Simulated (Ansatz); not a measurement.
Input file for Ansatz (a program for electronic structure): R-wB97M-V/def2-TZVPP on CH5NSi (SMILES C[Si]N), a point of a torsion scan.

Ansatz 0.2 input:
```yaml
crystal:
  periodic: [false, false, false]
  atoms:
    - {symbol: C, position_ang: [1.19208311, -0.14249551, 0.11779750]}
    - {symbol: Si, position_ang: [-0.15505339, 1.08744372, 0.72324431]}
    - {symbol: N, position_ang: [-1.54138932, 0.13847175, 0.37214348]}
    - {symbol: H, position_ang: [1.29307417, -0.10228038, -0.96722694]}
    - {symbol: H, position_ang: [2.16612808, 0.10725662, 0.53568982]}
    - {symbol: H, position_ang: [0.97387158, -1.17577495, 0.39167937]}
    - {symbol: H, position_ang: [-1.52779468, -0.78489191, -0.04162078]}
    - {symbol: H, position_ang: [-2.48070474, 0.45896028, 0.53351070]}
basis:
  gaussian:
    orbitals: def2-TZVPP
hamiltonian:
  xc: {name: wB97M-V}
scf: {lower_state_search: off}
```

Task: What total energy does the run end on?

Result: -385.3407 hartree.
